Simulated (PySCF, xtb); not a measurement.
C6H5, SMILES c1ccc[c]c1 (connectivity only; charge and spin as stated), charge +1, multiplicity 1.

Harmonic wavenumbers (cm⁻¹) from GFN2-xTB (xtb) at its own minimum, in rising order: 387, 391, 417, 534, 595, 696, 731, 806, 847, 875, 880, 987, 1011, 1066, 1090, 1119, 1143, 1187, 1355, 1426, 1433, 1775, 3057, 3065, 3072, 3105, 3110.

Problem. What does PBE-D3(BJ)/def2-SVP run with PySCF give at its own minimum? (An estimate is asked for; the answer gives what the named calculation found.)

Solution. 378, 384, 400, 446, 512, 634, 675, 820, 854, 902, 945, 951, 977, 1052, 1072, 1101, 1155, 1235, 1323, 1445, 1469, 1789, 3103, 3103, 3150, 3159, 3164. Paired by order, the mean absolute difference is 37 cm⁻¹ and the zero-point energies are 51.7 and 51.7 kcal/mol.
